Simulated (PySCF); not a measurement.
**Frontier orbitals and the lowest excitations**

C5H13BP2Si.
Numbering: `[CH3:1][C:2]#[C:3][Si@@H:4]([PH2:5])[PH:6][B:7]([CH3:8])[CH3:9]` (hydrogens: H10, H11, H12 on C1; H13 on Si4; H14, H15 on P5; H16 on P6; H17, H18, H19 on C8; H20, H21, H22 on C9)

Structure used (PBE0-D3(BJ)/def2-SVP), in Å, numbered top down from 1:
```xyz
22
C5H13BP2Si angstrom
C      4.8190    0.9020    0.0824
C      3.4760    0.3931   -0.1188
C      2.3460   -0.0336   -0.2911
Si     0.6531   -0.6774   -0.4961
P      0.5060   -2.9180   -0.1912
P     -0.6305    0.2564    1.0996
B     -2.3156    0.3078    0.2050
C     -2.9504   -1.0261   -0.3305
C     -3.0996    1.6634    0.0792
H      5.1948    0.6384    1.0835
H      5.5152    0.4853   -0.6621
H      4.8424    1.9993   -0.0097
H      0.1932   -0.3998   -1.8918
H      1.2825   -2.8786    1.0068
H      1.6266   -3.2034   -1.0320
H     -0.1880    1.6044    0.9625
H     -3.4010   -0.8694   -1.3255
H     -2.2928   -1.9063   -0.3698
H     -3.7968   -1.2756    0.3370
H     -4.1934    1.5310    0.1001
H     -2.8106    2.4390    0.8034
H     -2.8574    2.0640   -0.9244
```

Computed, not measured: PySCF, TDDFT CAM-B3LYP/def2-SVPD, vertical, gas phase, core orbitals frozen in the response.

Frontier orbitals with the atoms that hold most of them (Löwdin shares over 4%, at most four atoms; ? is withheld):

| orbital | ε (eV) | atoms |
| --- | --- | --- |
| HOMO-3 | -9.46 | P5 26%, C3 22%, C2 18%, Si4 10% |
| HOMO-2 | -8.89 | C3 27%, C2 25%, P6 12%, Si4 6% |
| HOMO-1 | -8.40 | ? |
| HOMO | ? | ? |
| LUMO | 0.19 | B7 33%, P6 16%, Si4 9%, C9 9% |
| LUMO+1 | 0.84 | B7 21%, P5 13%, Si4 12%, C3 7% |
| LUMO+2 | 1.00 | Si4 15%, P5 14%, C2 14%, C3 13% |

Task: Which atoms hold the HOMO-1, and with what shares?

Result: P5 (bonded to Si and 2 H) 34%; C3 (bonded to C and Si) 16%; C2 (bonded to 2 C) 15%; P6 (bonded to B, Si and H) 11%. By element: phosphorus 46%, carbon 30% or more.

Task: Give the leading atoms of the HOMO.

Result: P6 (bonded to B, Si and H) 50%; B7 (bonded to 2 C and P) 12%; Si4 (bonded to C, 2 P and H) 9%; P5 (bonded to Si and 2 H) 8%. By element: phosphorus 58%, boron 12%, silicon 9%.

Task: What is the HOMO energy, and the HOMO–LUMO gap?

Result: ε(HOMO) = -8.20 eV; the gap is 8.39 eV (0.3085 hartree).

Task: How does S1 compare with the orbital gap of 8.39 eV?

Result: S1 is at 5.11 eV (f = 0.046), 3.29 eV below the gap, made of HOMO→LUMO (80%). 

Next come S2 at 5.68 eV (f 0.0026), HOMO-2→LUMO (22%), HOMO-2→LUMO+2 (13%), HOMO-1→LUMO+3 (12%); S3 at 5.79 eV (f 0.089), HOMO-1→LUMO (39%), HOMO-2→LUMO (13%); S4 at 5.88 eV (f 0.043), HOMO-1→LUMO+2 (25%), HOMO-1→LUMO+3 (12%), HOMO-2→LUMO+3 (10%); S5 at 6.09 eV (f 0.055), HOMO→LUMO+4 (12%), HOMO→LUMO+3 (11%), HOMO-2→LUMO+2 (11%).

One conformer stands for the species.
